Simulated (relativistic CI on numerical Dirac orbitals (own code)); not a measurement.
**Ligand-field terms of d5**

Computed with a parametric ligand-field model of a d^n configuration (Racah B and C, spin-orbit zeta, crystal field), exact diagonalisation.

Field parameters in Wybourne normalisation: D4h B²₀ = −7Ds, B⁴₀ = 21(Dq − Dt), B⁴₄ = 21√(5/14) Dq; Oh B⁴₀ = 21Dq, B⁴₄ = √(5/14) B⁴₀. The field is a parameter set, without covalency.

**Question.** Ground term and bands for B = 730, C = 3200, ζ = 0 cm⁻¹, D4h, 10Dq = 22100, Ds = -1500, Dt = -230 cm⁻¹?

**Answer.** Ground term 2E with 0.05 electrons in the two orbitals of the cubic e set. Spin-allowed: 2B2 2913 cm⁻¹, 2E 19547 cm⁻¹ (512 nm), 2B1 20363 cm⁻¹ (491 nm), 2A2 21430 cm⁻¹ (467 nm). Lowest spin-forbidden: 6A1 7070 cm⁻¹ (1414 nm), 4E 8069 cm⁻¹ (1239 nm), 4B2 9360 cm⁻¹ (1068 nm).

**Question.** Ground term and bands for B = 990, C = 4840, ζ = 0 cm⁻¹, Oh, 10Dq = 32600 cm⁻¹?

**Answer.** Ground term 2T2 with 0.06 electrons in the two orbitals of the cubic e set. Spin-allowed: 2A2 27242 cm⁻¹ (367 nm), 2T1 27561 cm⁻¹ (363 nm), 2T2 30044 cm⁻¹ (333 nm), 2E 32540 cm⁻¹ (307 nm). Lowest spin-forbidden: 6A1 5019 cm⁻¹ (1992 nm), 4T1 10679 cm⁻¹ (936 nm), 4T2 17806 cm⁻¹ (562 nm).

**Question.** Ground term and bands for B = 1010, C = 3890, ζ = 0 cm⁻¹, D4h, 10Dq = 23650, Ds = 3000, Dt = 380 cm⁻¹?

**Answer.** Ground term 6A1 with 2.00 electrons in the two orbitals of the cubic e set. Spin-allowed: none. Lowest spin-forbidden: 2B2 3632 cm⁻¹ (2753 nm), 4E 6754 cm⁻¹ (1481 nm), 4A2 9056 cm⁻¹ (1104 nm). A high-spin d5 ion has no spin-allowed d-d band, hence its pale colour.

**Question.** Ground term and bands for B = 750, C = 3460, ζ = 0 cm⁻¹, D4h, 10Dq = 12050, Ds = 1590, Dt = -390 cm⁻¹?

**Answer.** Ground term 6A1 with 2.00 electrons in the two orbitals of the cubic e set. Spin-allowed: none. Lowest spin-forbidden: 2B2 10200 cm⁻¹ (980 nm), 4E 11295 cm⁻¹ (885 nm), 4A2 15398 cm⁻¹ (649 nm). A high-spin d5 ion has no spin-allowed d-d band, hence its pale colour.

**Question.** Ground term and bands for B = 620, C = 2750, ζ = 0 cm⁻¹, Oh, 10Dq = 18350 cm⁻¹?

**Answer.** Ground term 2T2 with 0.06 electrons in the two orbitals of the cubic e set. Spin-allowed: 2A2 15255 cm⁻¹ (656 nm), 2T1 15465 cm⁻¹ (647 nm), 2T2 16959 cm⁻¹ (590 nm), 2E 18437 cm⁻¹ (542 nm). Lowest spin-forbidden: 6A1 1808 cm⁻¹, 4T1 5734 cm⁻¹ (1744 nm), 4T2 10168 cm⁻¹ (984 nm).
